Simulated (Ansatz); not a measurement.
Predict a relaxed structure of TCNQ (C₁₂H₄N₄), charge 0, singlet, at PBE-D4/def2-SVP (Ansatz).


```xyz
20

N     0.665   -4.585   -1.003
C     0.964   -3.461   -1.180
C     1.316   -2.094   -1.384
C     2.362   -1.830   -2.318
N     3.222   -1.600   -3.086
C     0.662   -1.053   -0.696
C    -0.395   -1.338    0.247
C    -1.031   -0.326    0.916
C    -0.662    1.053    0.697
C    -1.316    2.094    1.384
C    -0.964    3.461    1.179
N    -0.666    4.585    1.002
C    -2.363    1.830    2.318
N    -3.224    1.601    3.085
C     0.395    1.338   -0.246
C     1.031    0.326   -0.915
H    -0.682   -2.386    0.419
H    -1.835   -0.552    1.632
H     0.683    2.386   -0.418
H     1.836    0.552   -1.631
```
Point group D2h (tolerance 0.1 Å). This is one stationary point.
